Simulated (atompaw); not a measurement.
## Scattering properties, PAW (atompaw) potential for O

```json
{
  "Element": "O",
  "Generator": "atompaw 4.2.0.5",
  "Type": "PAW",
  "Functional": "PBE",
  "Relativity": "scalar-relativistic",
  "Frozen core": "[He]",
  "Valence charge": "6",
  "Reference configuration": "2s2 2p4",
  "Partial waves": "2s (bound); 2s channel at -1.15 Ry; 2p (bound); 2p channel at 2.6 Ry",
  "Local potential": "troulliermartins scheme with l = 2 at 0 Ry, radius 2.15 bohr",
  "Core correction": "smooth core density matched at 1.45 bohr",
  "Augmentation charge": "sinc compensation charge, radius 1.65 bohr; PAW radius 2.25 bohr; waves and projectors: bloechl"
}
```

The phase is arctan(r·u′/u) with u = r·R(r), unwrapped; energies in Ry, scanned from -4 to 5 Ry. A pole is an energy at which the radial function vanishes at the test radius. The pseudo phase is shifted by a multiple of π to meet the all-electron one at the reference energy, and phase errors are pseudo minus all-electron; the curves can meet again beyond the range given. Levels narrower than the energy grid can be missing from the lists of poles.

```json
{"channel": "s", "radius (bohr)": "2.26", "reference energy (Ry)": "-1.76", "poles, all-electron": "-1.52", "poles, pseudo": "-1.52", "unbroken range about the reference energy with phases within 0.05 rad": "the whole range", "phase error 1 Ry above the reference energy (rad)": "-0.000"}
{"channel": "p", "radius (bohr)": "2.26", "reference energy (Ry)": "-0.66", "poles, all-electron": "-0.34", "poles, pseudo": "-0.34", "unbroken range about the reference energy with phases within 0.05 rad": "the whole range", "phase error 1 Ry above the reference energy (rad)": "+0.002"}
```

Phases in the p channel:

| E (Ry) | all-electron | pseudo |
| --- | --- | --- |
| -4.00 | 1.344 | 1.345 |
| -3.76 | 1.336 | 1.337 |
| -3.52 | 1.327 | 1.328 |
| -3.28 | 1.317 | 1.318 |
| -3.04 | 1.306 | 1.307 |
| -2.80 | 1.292 | 1.293 |
| -2.56 | 1.276 | 1.277 |
| -2.32 | 1.257 | 1.258 |
| -2.08 | 1.231 | 1.232 |
| -1.84 | 1.197 | 1.198 |
| -1.60 | 1.146 | 1.148 |
| -1.36 | 1.061 | 1.063 |
| -1.12 | 0.875 | 0.877 |
| -0.88 | 0.220 | 0.222 |
| -0.64 | -1.115 | -1.115 |
| -0.40 | -1.524 | -1.523 |
| -0.16 | -1.671 | -1.670 |
| 0.08 | -1.756 | -1.755 |
| 0.32 | -1.822 | -1.820 |
| 0.56 | -1.882 | -1.880 |
| 0.80 | -1.946 | -1.944 |
| 1.04 | -2.023 | -2.020 |
| 1.28 | -2.122 | -2.119 |
| 1.52 | -2.260 | -2.258 |
| 1.76 | -2.469 | -2.466 |
| 2.00 | -2.789 | -2.786 |
| 2.24 | -3.226 | -3.225 |
| 2.48 | -3.661 | -3.661 |
| 2.72 | -3.978 | -3.978 |
| 2.96 | -4.183 | -4.182 |
| 3.20 | -4.317 | -4.316 |
| 3.44 | -4.409 | -4.408 |
| 3.68 | -4.477 | -4.474 |
| 3.92 | -4.528 | -4.525 |
| 4.16 | -4.569 | -4.565 |
| 4.40 | -4.602 | -4.598 |
| 4.64 | -4.630 | -4.625 |
| 4.88 | -4.654 | -4.649 |
